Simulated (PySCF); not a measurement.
# Heteronuclear NMR

Molfile (atoms numbered from 1):
```
C5H8F3NSi
     RDKit          3D

 18 17  0  0  0  0  0  0  0  0999 V2000
    3.4947   -0.6750    1.0795 C   0  0  0  0  0  0  0  0  0  0  0  0
    2.5273   -0.2686    0.2660 C   0  0  0  0  0  0  0  0  0  0  0  0
    1.2046   -0.4833    0.5868 N   0  0  0  0  0  0  0  0  0  0  0  0
    0.2908   -0.1052   -0.2018 C   0  0  0  0  0  0  0  0  0  0  0  0
   -1.1349   -0.2818    0.1505 C   0  0  1  0  0  0  0  0  0  0  0  0
   -1.7500    1.2887    1.0981 Si  0  0  0  0  0  4  0  0  0  0  0  0
   -1.9751   -0.4842   -1.0738 C   0  0  0  0  0  0  0  0  0  0  0  0
   -1.9124    0.5541   -1.9273 F   0  0  0  0  0  0  0  0  0  0  0  0
   -3.2778   -0.6401   -0.7759 F   0  0  0  0  0  0  0  0  0  0  0  0
   -1.6280   -1.5691   -1.7891 F   0  0  0  0  0  0  0  0  0  0  0  0
    4.5322   -0.5179    0.8455 H   0  0  0  0  0  0  0  0  0  0  0  0
    3.2593   -1.1781    2.0005 H   0  0  0  0  0  0  0  0  0  0  0  0
    2.7486    0.2411   -0.6747 H   0  0  0  0  0  0  0  0  0  0  0  0
    0.4938    0.4063   -1.1550 H   0  0  0  0  0  0  0  0  0  0  0  0
   -1.2535   -1.1552    0.7938 H   0  0  0  0  0  0  0  0  0  0  0  0
   -0.8922    1.3696    2.2738 H   0  0  0  0  0  0  0  0  0  0  0  0
   -3.1551    1.0678    1.4268 H   0  0  0  0  0  0  0  0  0  0  0  0
   -1.5813    2.4371    0.2112 H   0  0  0  0  0  0  0  0  0  0  0  0
  1  2  2  0
  2  3  1  0
  3  4  2  0
  4  5  1  0
  5  6  1  0
  5  7  1  0
  7  8  1  0
  7  9  1  0
  7 10  1  0
  1 11  1  0
  1 12  1  0
  2 13  1  0
  4 14  1  0
  5 15  1  1
  6 16  1  0
  6 17  1  0
  6 18  1  0
M  END
```

[PySCF: NMR shieldings at PBE0/pcSseg-1/GIAO; GFN2-xTB geometry; single conformer; no relativistic terms; no solvent; averaged over atoms made equivalent by symmetry, fast rotation or ring inversion]

(1) Where does 19F resonate?

(2) Predict the 29Si NMR data.

(3) Where does 15N resonate?

## Answers

(1) 
| atoms | environment | σ (ppm) | δ (ppm) |
| --- | --- | --- | --- |
| F8/F9/F10 | fluorine of a CF3 group | 246.0 | -61.3 |

Shieldings were converted by a linear fit to measured shifts: 19F: δ = 146.13 − 0.903σ +14.6 on sp3 carbon (rms 6.0 ppm, 223 shifts, 7.0 ppm with the 5 outliers that the fit left out vs CFCl3, solution or neat liquid). A few per cent of atoms miss by over 2 rms, more outside the fitted compound classes.

On a 300 MHz spectrometer 19F resonates near 282.3 MHz, so 1 ppm is 282.3 Hz.

(2) 
| atoms | environment | σ (ppm) | δ (ppm) |
| --- | --- | --- | --- |
| Si6 | silicon bonded to C, 3 H | 414.5 | -60.7 |

Shieldings were converted by a linear fit to measured shifts: 29Si (scatter 8.9 ppm rms, 25.8 ppm with the 6 outliers that the fit left out vs TMS, solution or neat liquid). A few per cent of atoms miss by over 2 rms, more outside the fitted compound classes.

On a 500 MHz spectrometer 29Si resonates near 99.3 MHz, so 1 ppm is 99.3 Hz.

(3) 
| atoms | environment | σ (ppm) | δ (ppm) |
| --- | --- | --- | --- |
| N3 | imine nitrogen | -114.3 | -42.7 |

Shieldings were converted by a linear fit to measured shifts: 15N: δ = -148.07 − 0.921σ (rms 6.3 ppm, 71 shifts vs CH3NO2, solution or neat liquid). Occasional misses reach two or three times the rms, and more in compound classes unlike the fitted ones.

On a 300 MHz spectrometer 15N resonates near 30.4 MHz, so 1 ppm is 30.4 Hz.
